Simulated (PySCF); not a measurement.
Problem. Write Cartesian coordinates for InChI=1S/C3H5BO2/c1-2-3-4(5)6/h1,5-6H,3H2 as optimised with PBE0-D3(BJ)/def2-SVP.

Solution. 
```
atom  x, y, z in Å
C1     2.396   -0.039    0.535
C2     1.404   -0.197   -0.144
C3     0.152   -0.350   -0.862
B4    -1.097    0.132    0.006
O5    -0.969    0.527    1.298
O6    -2.318    0.134   -0.584
H7     3.301    0.090    1.100
H8    -0.009   -1.406   -1.141
H9     0.167    0.212   -1.811
H10   -0.046    0.492    1.584
H11   -3.004    0.432    0.025
```

Any rigid rotation of these coordinates is as good. Atoms count from 1 in this order. B4 (three-coordinate boron) is planar (angles 122.2°, 119.9° and 117.9°, sum 360.0°, 0.00 Å off the plane of its three neighbours). O5 (boron-bound oxygen) is bent (angle 111.2°). Of the pairs four or more bonds apart, C2···H10 is among the closest relative to their van der Waals radii: 2.36 Å, 81 % of the sum of Bondi's values. The C–C distances run from 1.213 Å (C1≡C2, drawn triple) to 1.451 Å (C2–C3, drawn single), a spread of 0.238 Å.

Bonds between heavy atoms (Å): C1≡C2 1.213, C2–C3 1.451, C3–B4 1.596, B4–O5 1.356, B4–O6 1.356.

Level of theory: PySCF 2.14.0, PBE0-D3(BJ)/def2-SVP geometry optimisation, gas phase.

Point group: near Cs, missed by 0.21 Å at most; the miss may be what the optimiser left on a soft mode. Not checked by PBE0-D3(BJ)/def2-SVP frequencies. One conformer, not necessarily the lowest (C2–C3–B4–O5 -5°, C3–B4–O5–H 1°, C3–B4–O6–H 179°).
